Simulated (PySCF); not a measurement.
## Spin-orbit coupling and the second ionisation energy along the lanthanides

Two-component X2C-1e calculated with PySCF 2.14: MP2 on generalised Hartree-Fock spinors (GMP2), with spin-orbit coupling off and on (screened by Boettger's factors); no Breit or QED terms. Values in eV; the references (NIST) lie between the lowest levels. Elements whose determinants are no pure J levels are left out.

| element | configurations | spin-free | with spin-orbit | shift | reference |
| --- | --- | --- | --- | --- | --- |
| Eu (x2c-TZVPall-2c, [Ar] 3d10 frozen) | [Xe] 4f7 6s1 → [Xe] 4f7 | 11.251 | 11.251 | 0.001 | 11.24 ± 0.006 (s) |
| Tb (x2c-TZVPall-2c, [Ar] 3d10 frozen) | [Xe] 4f9 6s1 → [Xe] 4f9 | 11.529 | 11.528 | -0.001 | 11.513 ± 0.02 (s) |
| Dy (x2c-TZVPall-2c, [Ar] 3d10 frozen) | [Xe] 4f10 6s1 → [Xe] 4f10 | 11.649 | 11.649 | 0.000 | 11.647 ± 0.02 (s) |
| Ho (x2c-TZVPall-2c, [Ar] 3d10 frozen) | [Xe] 4f11 6s1 → [Xe] 4f11 | 11.776 | 11.777 | 0.002 | 11.781 ± 0.02 (s) |
| Tm (x2c-TZVPall-2c, [Ar] 3d10 frozen) | [Xe] 4f13 6s1 → [Xe] 4f13 | 12.027 | 12.031 | 0.004 | 12.065 ± 0.02 (s) |
| Yb (x2c-TZVPall-2c, [Ar] 3d10 frozen) | [Xe] 4f14 6s1 → [Xe] 4f14 | 12.144 | 12.148 | 0.005 | 12.179 |
| Lu (x2c-TZVPall-2c, [Ar] 3d10 frozen) | [Xe] 4f14 6s2 → [Xe] 4f14 6s1 | 13.929 | 13.934 | 0.005 | 14.13 ± 0.05 (s) |

Q: Estimate the missing row, Er (x2c-TZVPall-2c, [Ar] 3d10 frozen).

A: The calculation gives spin-free 11.905; with spin-orbit 11.908; shift 0.003. The reference value is 11.916 ± 0.02 (s).

What remains against the references is mostly the basis and correlation beyond MP2. References marked (s) are semi-empirical, (t) theoretical.
